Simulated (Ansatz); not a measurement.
`SC[CH2][SnH3]` + `[SnH4]` → `[SnH3][SnH3]` + `CCS`  (formal exchange of groups at the Sn–C bond)

Computed with Ansatz on PBE0-D4/def2-TZVP structures; ΔE is electronic, products minus reactants. CCSD(T)/CBS is the MP2 limit (def2-TZVPP, def2-QZVPP) plus CCSD(T) − MP2 in def2-TZVPP, frozen cores. DFT in def2-TZVPP. Elements past krypton have def2 core potentials. For Sn outer-core shells are correlated without core-valence functions, which leaves a few kJ/mol of doubt a bond. Each species was taken in one conformer, which may not be the lowest.

`SC[CH2][SnH3]`:

Cartesian coordinates in Å:
```
S -2.538 0.403 -1.003
C -0.732 0.415 -0.758
C -0.404 -0.358 0.502
Sn 1.711 -0.416 0.903
H -2.564 1.123 -2.137
H -0.395 1.450 -0.681
H -0.256 -0.038 -1.630
H -0.894 0.090 1.370
H -0.756 -1.390 0.427
H 2.296 1.179 1.089
H 2.014 -1.305 2.329
H 2.517 -1.153 -0.412
```

`[SnH4]`:

Z-matrix (Å, degrees):
```
Sn
H 1 1.704
H 1 1.704 2 109.5
H 1 1.704 2 109.5 3 -120.0
H 1 1.704 2 109.5 3 120.0
```

`[SnH3][SnH3]`:

```xyz
8

Sn   -0.857    0.856   -0.668
Sn    0.857   -0.856    0.668
H    -1.432    2.073    0.383
H    -0.057    1.610   -1.974
H    -2.201    0.001   -1.284
H     1.445   -2.062   -0.388
H     0.052   -1.624    1.963
H     2.192    0.002    1.299
```

`CCS`:

Cartesian coordinates in Å:
```
C -0.511 -0.788 -0.211
C 0.257 0.504 -0.388
S 1.415 0.868 0.958
H 0.169 -1.634 -0.097
H -1.154 -0.975 -1.076
H -1.147 -0.748 0.676
H 0.890 0.461 -1.278
H -0.416 1.354 -0.519
H 0.499 0.958 1.936
```

| level | ΔE (eV) |
| --- | --- |
| r2SCAN | -1.02 |
| CCSD/def2-TZVPP | -0.92 |

What does CCSD(T)/CBS give? (Best estimate.)

The calculation gave: -0.99 eV. The listed levels differ from it by -0.03, 0.07 eV.

Largest T1 diagnostic among the species: 0.013.

The D4 term adds +0.05 eV with B3LYP and +0.03 eV with PBE0; it sums over pairs of atoms, weighted by their polarisabilities, and B3LYP, whose exchange is more repulsive, gets the larger term. In def2-TZVPP, CCSD(T) changes the Hartree–Fock value by +0.15 eV (the triples alone add +0.02 eV) and MP2 by +0.12 eV.

B3LYP here is the variant with VWN-RPA as its local correlation; programs differ in this.
